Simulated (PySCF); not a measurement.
(1S)-1-bromo-1-chloroethane (C2H4BrCl), SMILES C[C@@H](Cl)Br. Geometry optimised at PBE-D3(BJ)/def2-SVP.

Question: Give the equilibrium geometry at PBE-D3(BJ)/def2-SVP (PySCF confirms it by a frequency run) as bond lengths and angles. (An estimate is asked for; the answer gives what the named calculation found.)

Answer: 
Atoms: C1 C2 Cl3 Br4 H5 H6 H7 H8. Bonds (Å): C1–C2 1.513, C1–H5 1.107, C1–H6 1.109, C1–H7 1.108, C2–Cl3 1.794, C2–Br4 1.976, C2–H8 1.104. Bond angles (°): C2–C1–H5 110.6, C2–C1–H6 109.4, C2–C1–H7 110.1, H5–C1–H6 108.7, H5–C1–H7 108.9, H6–C1–H7 109.0, C1–C2–Cl3 111.2, C1–C2–Br4 110.6, C1–C2–H8 113.1, Cl3–C2–Br4 110.8, Cl3–C2–H8 106.5, Br4–C2–H8 104.3.
